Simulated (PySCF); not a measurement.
**Frontier orbitals and the lowest excitations**

C6H14BP.
Structure used (PBE0-D3(BJ)/def2-SVP), in Å, numbered top down from 1:
```xyz
22
C6H14BP angstrom
B     -2.8724    0.1431    0.0475
P     -1.2170   -0.7592   -0.2435
C     -0.2822   -0.4530   -1.7898
C      1.1979   -0.5084   -1.4042
C      1.3326   -0.2370    0.0764
C      2.6921    0.0878    0.5987
C      0.2059   -0.3523    0.8104
C      0.0222   -0.1804    2.2802
H     -3.2142   -0.1909    1.1748
H     -2.5850    1.3287   -0.0568
H     -3.6214   -0.2730   -0.8258
H     -1.3089   -2.1786   -0.1569
H     -0.5717    0.5612   -2.1074
H     -0.5660   -1.1463   -2.5934
H      1.7942    0.2101   -1.9916
H      1.6293   -1.5033   -1.6227
H      3.4064   -0.7093    0.3320
H      2.7123    0.2135    1.6885
H      3.0719    1.0149    0.1373
H     -0.3087   -1.1211    2.7513
H     -0.7621    0.5651    2.4866
H      0.9460    0.1415    2.7803
```

Computed, not measured: TDDFT CAM-B3LYP/def2-SVPD, vertical, gas phase, core orbitals frozen in the response (PySCF 2.14.0, density-fitted response routines).

Frontier orbitals with the atoms that hold most of them (Löwdin shares over 4%, at most four atoms; ? is withheld):

| orbital | ε (eV) | atoms |
| --- | --- | --- |
| HOMO-3 | -9.72 | B1 27%, P2 24%, H10 10%, C7 9% |
| HOMO-2 | -9.47 | B1 40%, H10 23%, H9 11%, H11 9% |
| HOMO-1 | -9.41 | ? |
| HOMO | -8.52 | ? |
| LUMO | ? | C5 26%, C7 22%, P2 12%, H12 8% |
| LUMO+1 | 0.95 | C6 17%, C4 12%, H16 8%, C5 8% |
| LUMO+2 | 1.42 | C3 13%, H14 11%, C8 10%, C4 8% |

(1) Give the leading atoms of the HOMO.

(2) Give the leading atoms of the HOMO-1.

(3) What is the LUMO energy, and the HOMO–LUMO gap?

Results:

(1) C7 (bonded to 2 C and P) 27%; C5 (bonded to 3 C) 25%; P2 (bonded to B, 2 C and H) 8%; B1 (bonded to P and 3 H) 6%. By element: carbon 52% or more, phosphorus 8%, boron 6%.

(2) B1 (bonded to P and 3 H) 39%; H9 (bonded to B) 21%; H11 (bonded to B) 19%; P2 (bonded to B, 2 C and H) 8%. By element: hydrogen 40% or more, boron 39%, phosphorus 8%.

(3) ε(LUMO) = 0.69 eV; the gap is 9.21 eV (0.3385 hartree).

Task: The HOMO–LUMO gap is 9.21 eV. Where does the response calculation put the lowest singlet, and from which orbitals?

Result: S1 is at 6.37 eV (f = 0.321), 2.84 eV below the gap, made of HOMO→LUMO (95%). Without the coupling terms of the response equations the lowest excitation would equal the gap.

Task: Give energy, strength and leading configuration of S1, S2 and S5, and follow the Löwdin shares of the leading atoms from the occupied to the empty orbital.

Result: 
- S1 (6.37 eV, f 0.321), HOMO→LUMO (95%): C7 27% → 22%, C5 25% → 26%
- S2 (6.65 eV, f 0.023), HOMO→LUMO+1 (88%): C7 27% → at most 8%, C5 25% → 8%, C6 at most 7% → 17%, C4 at most 7% → 12%
- S5 (7.33 eV, f 0.0037), HOMO-1→LUMO (72%): B1 39% → at most 8%, H9 21% → at most 8%, C5 at most 8% → 26%, C7 at most 8% → 22%

Löwdin shares depend on the basis, the more so with diffuse functions.

Time: 16 min; peak memory 1.4 GiB. Hardware: one thread of an Arm Neoverse N1, shared host.

One conformer stands for the species.
